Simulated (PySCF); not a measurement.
A structure optimised at PBE-D3(BJ)/def2-SVP, used in a PySCF frequency run:

```xyz
7

W     -0.0442    -0.1840     0.0000
N     -1.7827    -0.4835     0.0000
H     -2.7889    -0.6861     0.0000
F      0.3971    -1.9989     0.0000
F      1.8793     0.0364     0.0000
Cl    -0.0572     1.0396     1.9258
Cl    -0.0572     1.0396    -1.9258
```

Problem. Write its SMILES, formula and point group.

Solution. [NH]=[W]([F])([F])([Cl])[Cl], Cl2F2HNW, Cs

Problem. What are its rotational constants (standard atomic weights)?

Solution. 1.7704, 1.3099, 1.1876 GHz
